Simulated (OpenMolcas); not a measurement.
# Ge+: RASPT2 settings compared

- Program: OpenMolcas
- Basis: ANO-R1 [5s4p3d1f]
- Scalar Hamiltonian: X2C, finite nucleus
- Active space: 3 electrons in 9 orbitals (RAS2 4s 4p; RAS3 4d, at most 2 electrons)
- State averaging: 2S+1 = 4 odd, 1 root (0 in the spin-orbit step); 2S+1 = 2 odd, 3 roots kept (CI in the orbitals of an earlier block); 2S+1 = 4 even, 3 roots; 2S+1 = 2 even, 9 roots kept (CI in the orbitals of an earlier block)
- Spin-orbit coupling: RASSI with atomic mean-field integrals over the reference wave functions, term energies averaged over their components

Methods on the same reference wave functions:
A. RASSCF
B. SS-RASPT2, IPEA 0.75 Eh, imaginary shift 0.15 Eh (closed shells correlated: 3d)
C. SS-RASPT2, IPEA 0.35 Eh, real shift 0.5 Eh (closed shells correlated: none)
D. SS-RASPT2, IPEA 0.1 Eh, sigma2 regulariser 0.25 Eh (closed shells correlated: none)

Energies in eV above 4s2 4p 2P* 1/2, the measured ground level; measured values from NIST Handbook of Basic Atomic Spectroscopic Data.

```
         Level        A       B       C       D  Measured
4s2 4p 2P* 1/2   0.0000  0.0000  0.0000  0.0000    0.0000
4s2 4p 2P* 3/2   0.2114  0.2114  0.2114  0.2114    0.2191
 4s 4p2 4P 1/2   5.7931   6.043   5.893   5.902    6.3946
 4s 4p2 4P 3/2   5.8742   6.124   5.974   5.984    6.4833
 4s 4p2 4P 5/2   5.9975   6.247   6.097   6.107    6.6166
 4s 4p2 2D 3/2   8.3059   8.437   8.317   8.308    8.0609
 4s 4p2 2D 5/2   8.3192   8.451   8.331   8.322    8.0819
 4s 4p2 2S 1/2  10.8401  10.732  10.713  10.663   10.6491
 4s 4p2 2P 1/2  11.7564  11.344  11.609  11.551   11.2846
 4s 4p2 2P 3/2  11.8931  11.473  11.745  11.687   11.4218
```

Deviations, from unrounded energies. A percentage is the sum of absolute deviations over the sum of measured energies, with the sign that they share, or ± where signs differ.

```tsv
Against measurement	Levels	A	B	C	D
mean absolute deviation (cm-1)	9	3100	1800	2500	2300
fine structure of the ground term (%)	1	-3.5	-3.5	-3.5	-3.5
other configurations (%)	8	±5.0	±2.9	±4.0	±3.7
```

B lies closest to measurement on these levels and A furthest from it. The largest miss of B in the table is 4s 4p2 2D 3/2, by +3000 cm-1. The ranking rests on the paired levels alone, and a cruder setting can come out closer through cancelling errors.

Among B to D the level of the table that moves most is 4s 4p2 2P 3/2, by 2200 cm-1 (lowest in B, highest in C). Moves below CASPT2's spread within the term are not significant.

The lowest spin-free term lies below A's lowest term by 0.375 hartree in B, 0.005 hartree in C, 0.006 hartree in D.

Term energies are means over components that CASPT2 splits; among the terms shown or strongly mixed into the levels shown the widest spread is 10 cm-1 (4s 4p2 2D, B). Some high roots are left out of the spin-orbit mixing, which shifts the levels that they would mix with. Terms from blocks run as CI alone lack orbitals of their own. Active for correlation alone: 4d; no level in the range computed is led by a configuration that fills it, so any true level of that kind is missing. Without dynamic correlation excited terms often stand tens of per cent too high (terms of higher spin than the ground term too low), and those without a measured partner can miss by more than the paired ones (holds for A). Measured partners are found by configuration, term and J. A level has none where our copy of the source lacks it or the pairing is in doubt (some pairs that miss far off the trend of their configuration count as doubtful), and it then counts in no deviation. Levels of configurations outside the active space are missing.

* marks odd parity.
